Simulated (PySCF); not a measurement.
A structure optimised at PBE-D3(BJ)/def2-SVP, used in a PySCF frequency run:

```xyz
9

Si    -1.9676     0.3256    -0.3998
S     -0.3268    -0.8399    -1.2284
Si     1.2906     0.1844    -0.2569
Cl     1.0495     0.2060     1.8150
H     -2.3654    -0.1775     0.9563
H     -1.5677     1.7722    -0.3080
H     -3.1081     0.1590    -1.3600
H      1.3721     1.6166    -0.6923
H      2.5344    -0.5733    -0.6037
```
Charge 0, spin multiplicity 1.

### Question
Write its SMILES and formula.

### Answer
[SiH3]S[SiH2]Cl, ClH5SSi2

### Question
What are its rotational constants (standard atomic weights)?

### Answer
3.7478, 1.5819, 1.2257 GHz
